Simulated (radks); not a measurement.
Species: Ag42+. Configuration: [He] 2s2 2p1. Method: Dirac Kohn-Sham, PBE, spin-unpolarised, spherical densities, point nucleus; open shells are shared between the two j in proportion to 2j + 1; computed with a radial shooting solver on a logarithmic mesh with Libxc functionals.

Radial electron density D(r) = 4 pi r^2 rho(r):

| r (bohr) | D(r) (e/bohr) |
|---|---|
| 0.00229 | 5.231 |
| 0.002775 | 7.166 |
| 0.003362 | 9.723 |
| 0.004074 | 13.04 |
| 0.004897 | 17.04 |
| 0.005934 | 22.15 |
| 0.00719 | 28.20 |
| 0.008711 | 35.01 |
| 0.01056 | 42.13 |
| 0.01279 | 48.84 |
| 0.01537 | 53.94 |
| 0.01863 | 56.70 |
| 0.02257 | 55.83 |
| 0.02735 | 50.92 |
| 0.03314 | 42.68 |
| 0.03983 | 33.56 |
| 0.04826 | 25.53 |
| 0.05848 | 21.48 |
| 0.07085 | 21.94 |
| 0.08585 | 24.73 |
| 0.1032 | 26.06 |
| 0.125 | 23.27 |
| 0.1515 | 16.55 |
| 0.1836 | 8.967 |
| 0.2224 | 3.525 |
| 0.2674 | 1.009 |
| 0.324 | 0.1754 |
| 0.3925 | 0.01772 |

D(r) has 2 maxima, at r = 0.0197, 0.102 bohr, and minima at 0.0628 bohr, inside which lie 2.20 electrons.
